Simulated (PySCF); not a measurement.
PySCF input file for C₃H₆AlF, SMILES C=[CH][Al]([F])[CH3], TDA-ωB97X/def2-SVPD. Geometry optimised at B3LYP-D3(BJ)/def2-SVP. The structure was generated by enumeration; whether it is a known compound was not checked. The values are those of a single conformer.

```python
import numpy as np
from pyscf import gto, scf, dft, tdscf

mol = gto.M(
    atom='''
    Al    0.15045251    0.41502809    0.14976686
    F     1.16288720    1.73512070   -0.03961239
    C    -1.07069556    0.41159860    1.66597263
    H    -1.70229642   -0.49029542    1.70945836
    H    -1.73904224    1.28938468    1.63239198
    H    -0.51346326    0.47795455    2.61653764
    C     0.27883792   -1.00665870   -1.16217634
    C    -0.50160517   -2.09961793   -1.08074400
    H     0.98485384   -0.96540570   -2.00371378
    H    -0.45403454   -2.92205104   -1.80668921
    H    -1.23710773   -2.23297049   -0.27675637
    ''',
    basis='def2-SVPD',
    charge=0,
    spin=0,
    max_memory=1600,
    verbose=4,
)
mf = dft.RKS(mol, xc='wb97x').density_fit(auxbasis='def2-universal-jkfit')
mf.grids.level = 3
mf.conv_tol = 1e-9
mf.max_cycle = 100
mf.kernel()
mf.grids = dft.Grids(mol).set(level=1).build(with_non0tab=True)  # coarser grid for the response kernel
td = tdscf.TDA(mf)
td.singlet = True
td.nstates = 10
td.conv_tol = 1e-4
td.positive_eig_threshold = 1e-6
td.kernel(x0=td.get_init_guess(mf, 15))
td.analyze()
tt = tdscf.TDA(mf)
tt.singlet = False
tt.nstates = 4
tt.conv_tol = 1e-4
tt.positive_eig_threshold = 1e-6
tt.kernel(x0=tt.get_init_guess(mf, 9))
tt.analyze(verbose=3)
```

It prints:

```
PySCF version 2.14.0

[INPUT] verbose = 4
[INPUT] num. atoms = 11
[INPUT] num. electrons = 46
[INPUT] charge = 0
[INPUT] spin (= nelec alpha-beta = 2S) = 0
[INPUT] symmetry False subgroup None
[INPUT] Mole.unit = angstrom
[INPUT] Symbol           X                Y                Z      unit          X                Y                Z       unit  Magmom
[INPUT]  1 Al     0.150452510000   0.415028090000   0.149766860000 AA    0.284314038653   0.784289424101   0.283018347936 Bohr   0.0
[INPUT]  2 F      1.162887200000   1.735120700000  -0.039612390000 AA    2.197538321762   3.278902916064  -0.074856568239 Bohr   0.0
[INPUT]  3 C     -1.070695560000   0.411598600000   1.665972630000 AA   -2.023321371188   0.777808627254   3.148232001721 Bohr   0.0
[INPUT]  4 H     -1.702296420000  -0.490295420000   1.709458360000 AA   -3.216874016628  -0.926524063929   3.230408121748 Bohr   0.0
[INPUT]  5 H     -1.739042240000   1.289384680000   1.632391980000 AA   -3.286313552650   2.436583914410   3.084773770136 Bohr   0.0
[INPUT]  6 H     -0.513463260000   0.477954550000   2.616537640000 AA   -0.970304936426   0.903203199490   4.944539534216 Bohr   0.0
[INPUT]  7 C      0.278837920000  -1.006658700000  -1.162176340000 AA    0.526927301943  -1.902309243911  -2.196194991049 Bohr   0.0
[INPUT]  8 C     -0.501605170000  -2.099617930000  -1.080744000000 AA   -0.947896393966  -3.967702853926  -2.042310170767 Bohr   0.0
[INPUT]  9 H      0.984853840000  -0.965405700000  -2.003713780000 AA    1.861104030326  -1.824352372094  -3.786470276217 Bohr   0.0
[INPUT] 10 H     -0.454034540000  -2.922051040000  -1.806689210000 AA   -0.858000931693  -5.521876187601  -3.414147799107 Bohr   0.0
[INPUT] 11 H     -1.237107730000  -2.232970490000  -0.276756370000 AA   -2.337794796282  -4.219702670336  -0.522993742529 Bohr   0.0

nuclear repulsion = 197.206930744866
number of shells = 67
number of NR pGTOs = 225
number of NR cGTOs = 155
basis = def2-SVPD
ecp = {}


[settings echo left out]
init E= -460.036163034272
  HOMO = -0.308943246225491  LUMO = -0.0576252389124536  gap/eV = 6.83871
cycle= 1 E= -459.903126209692  delta_E= 0.133  |g|= 0.601  |ddm|= 3.93
  HOMO = -0.332803688532073  LUMO = 0.0308404774791122  gap/eV = 9.89526
cycle= 2 E= -459.902908530943  delta_E= 0.000218  |g|= 0.706  |ddm|= 1.11
  HOMO = -0.381994604092122  LUMO = 0.0287739434861556  gap/eV = 11.17758
cycle= 3 E= -459.979557090461  delta_E= -0.0766  |g|= 0.0455  |ddm|= 0.454
  HOMO = -0.388760852294776  LUMO = 0.0291408786301934  gap/eV = 11.37169
cycle= 4 E= -459.980247509791  delta_E= -0.00069  |g|= 0.0244  |ddm|= 0.144
  HOMO = -0.384439206606031  LUMO = 0.0311750017219175  gap/eV = 11.30944
cycle= 5 E= -459.98042719361  delta_E= -0.00018  |g|= 0.00467  |ddm|= 0.045
  HOMO = -0.385213211548261  LUMO = 0.0309518949546712  gap/eV = 11.32443
cycle= 6 E= -459.980434052976  delta_E= -6.86e-06  |g|= 0.00192  |ddm|= 0.0121
  HOMO = -0.385300575349521  LUMO = 0.0308281588200381  gap/eV = 11.32344
cycle= 7 E= -459.980435287788  delta_E= -1.23e-06  |g|= 0.000549  |ddm|= 0.00416
  HOMO = -0.38529313068136  LUMO = 0.0308498695229753  gap/eV = 11.32383
cycle= 8 E= -459.980435410128  delta_E= -1.22e-07  |g|= 9.76e-05  |ddm|= 0.00153
  HOMO = -0.385299780906791  LUMO = 0.0308519319614025  gap/eV = 11.32406
cycle= 9 E= -459.980435416072  delta_E= -5.94e-09  |g|= 4.36e-05  |ddm|= 0.000384
  HOMO = -0.385303016437873  LUMO = 0.0308463970241202  gap/eV = 11.32400
cycle= 10 E= -459.980435416874  delta_E= -8.02e-10  |g|= 1.11e-05  |ddm|= 0.000105
  HOMO = -0.385302152847002  LUMO = 0.0308477961633233  gap/eV = 11.32402
Extra cycle  E= -459.980435416942  delta_E= -6.76e-11  |g|= 7.35e-06  |ddm|= 3.65e-05
converged SCF energy = -459.980435416942
tot grids = 42024
Overwritten attributes  positive_eig_threshold  of <class 'pyscf.tdscf.rks.TDA'>


******** <class 'pyscf.tdscf.rks.TDA'> for <class 'pyscf.df.df_jk.DFRKS'> ********
nstates = 10 singlet
deg_eia_thresh = 1.000e-03
wfnsym = None
conv_tol = 0.0001
eigh lindep = 1e-12
eigh level_shift = 0
eigh max_cycle = 100


Excitation energies (eV)
[5.67706703 7.01293398 7.26607192 7.45411371 7.65149509 8.24113217
 8.50439212 8.55097973 8.59739208 8.71641023]

** Singlet excitation energies and oscillator strengths **
Excited State   1:      5.67707 eV    218.39 nm  f=0.0007
      21 -> 24        0.13955
      21 -> 26        0.11223
      23 -> 24        0.67651
Excited State   2:      7.01293 eV    176.79 nm  f=0.3968
      22 -> 24        0.66986
      23 -> 25        0.14365
Excited State   3:      7.26607 eV    170.63 nm  f=0.0060
      21 -> 24        0.44639
      22 -> 25       -0.10680
      23 -> 24       -0.12870
      23 -> 26        0.49235
Excited State   4:      7.45411 eV    166.33 nm  f=0.1022
      22 -> 24        0.14689
      22 -> 26       -0.13557
      23 -> 25       -0.63479
      23 -> 29       -0.12797
Excited State   5:      7.65150 eV    162.04 nm  f=0.0976
      22 -> 25       -0.62635
      22 -> 27       -0.15026
      22 -> 28        0.10710
      22 -> 29       -0.17635
      23 -> 26       -0.10116
Excited State   6:      8.24113 eV    150.45 nm  f=0.0118
      16 -> 24       -0.11142
      18 -> 24        0.14763
      21 -> 24        0.46738
      21 -> 26       -0.12744
      23 -> 26       -0.43322
Excited State   7:      8.50439 eV    145.79 nm  f=0.0066
      16 -> 24       -0.29829
      16 -> 26       -0.12051
      18 -> 24        0.47961
      18 -> 26        0.10619
      20 -> 24        0.12938
      21 -> 24       -0.16418
      21 -> 26        0.11019
      22 -> 27        0.24025
Excited State   8:      8.55098 eV    144.99 nm  f=0.0160
      16 -> 24       -0.10586
      18 -> 24        0.17883
      21 -> 24       -0.10965
      22 -> 25        0.13451
      22 -> 27       -0.54727
      22 -> 28        0.21474
      22 -> 30        0.16472
Excited State   9:      8.59739 eV    144.21 nm  f=0.0177
      21 -> 25       -0.20273
      22 -> 26       -0.22573
      23 -> 27       -0.53150
      23 -> 28        0.10935
      23 -> 29       -0.12402
      23 -> 30        0.15107
      23 -> 35        0.17026
Excited State  10:      8.71641 eV    142.24 nm  f=0.2012
      21 -> 25        0.33301
      22 -> 26        0.41680
      23 -> 27       -0.31676
      23 -> 28       -0.19196
      23 -> 30        0.10894

** Transition electric dipole moments (AU) **
state          X           Y           Z        Dip. S.      Osc.
  1         0.0508     -0.0326      0.0411      0.0053      0.0007
  2         0.4286      1.3459      0.5608      2.3097      0.3968
  3         0.1268     -0.0841      0.1034      0.0338      0.0060
  4         0.3823     -0.1731     -0.6191      0.5594      0.1022
  5        -0.5015      0.3278     -0.4019      0.5205      0.0976
  6         0.1679     -0.1093      0.1360      0.0587      0.0118
  7        -0.1235      0.0806     -0.1000      0.0317      0.0066
  8        -0.1917      0.1247     -0.1553      0.0764      0.0160
  9        -0.2067     -0.1050      0.1745      0.0842      0.0177
 10         0.6730      0.6102     -0.3417      0.9420      0.2012

** Transition velocity dipole moments (imaginary part, AU) **
state          X           Y           Z        Dip. S.      Osc.
  1        -0.0173      0.0113     -0.0139      0.0006      0.0020
  2         0.0002      0.1679      0.1360      0.0467      0.1208
  3        -0.0247      0.0160     -0.0197      0.0013      0.0031
  4         0.0935     -0.0814     -0.1833      0.0490      0.1191
  5        -0.1149      0.0753     -0.0920      0.0273      0.0648
  6         0.0261     -0.0170      0.0213      0.0014      0.0031
  7         0.0129     -0.0085      0.0102      0.0003      0.0007
  8        -0.0572      0.0375     -0.0463      0.0068      0.0145
  9        -0.0400      0.0057      0.0555      0.0047      0.0099
 10         0.1419      0.1269     -0.0737      0.0417      0.0867

** Transition magnetic dipole moments (imaginary part, AU) **
state          X           Y           Z
  1        -0.2236     -0.0699      0.2186
  2        -0.4156      0.2703     -0.3342
  3        -1.0348     -1.3733      0.1701
  4         0.5554     -0.3667      0.4505
  5        -0.4517     -0.1103      0.4678
  6         0.4317     -0.0678     -0.5932
  7         0.1599     -0.6416     -0.7174
  8        -0.1535     -0.4301     -0.1593
  9         0.0447     -0.0298      0.0336
 10        -0.4585      0.3017     -0.3703


******** <class 'pyscf.tdscf.rks.TDA'> for <class 'pyscf.df.df_jk.DFRKS'> ********
nstates = 4 triplet
deg_eia_thresh = 1.000e-03
wfnsym = None
conv_tol = 0.0001
eigh lindep = 1e-12
eigh level_shift = 0
eigh max_cycle = 100


Excitation energies (eV)
[4.14553865 5.14606089 6.77339438 6.83585539]

** Triplet excitation energies and oscillator strengths **
Excited State   1:      4.14554 eV    299.08 nm  f=0.0000
Excited State   2:      5.14606 eV    240.93 nm  f=0.0000
Excited State   3:      6.77339 eV    183.05 nm  f=0.0000
Excited State   4:      6.83586 eV    181.37 nm  f=0.0000
```

The calculation finished and met its thresholds.

Cost: around 7 core-minutes (rough).
